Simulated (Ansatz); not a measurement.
`C[SiH2]S[SiH2]F`, charge 0, multiplicity 1.

(1) Give a relaxed structure at PBE0-D4/def2-TZVP (the Gaussian-basis code of Ansatz). (Estimate.)

## Answers

(1) The calculation gave: 
```xyz
12

C     1.469    0.722    0.977
Si    1.068   -0.625   -0.242
S    -0.784   -1.612    0.251
Si   -2.122   -0.212   -0.585
F    -2.012    1.205    0.153
H     2.423    1.191    0.724
H     0.690    1.487    0.967
H     1.539    0.317    1.988
H     2.090   -1.702   -0.223
H     0.948   -0.077   -1.619
H    -1.820    0.045   -2.011
H    -3.489   -0.737   -0.379
```
This is one stationary point; other conformers may exist.
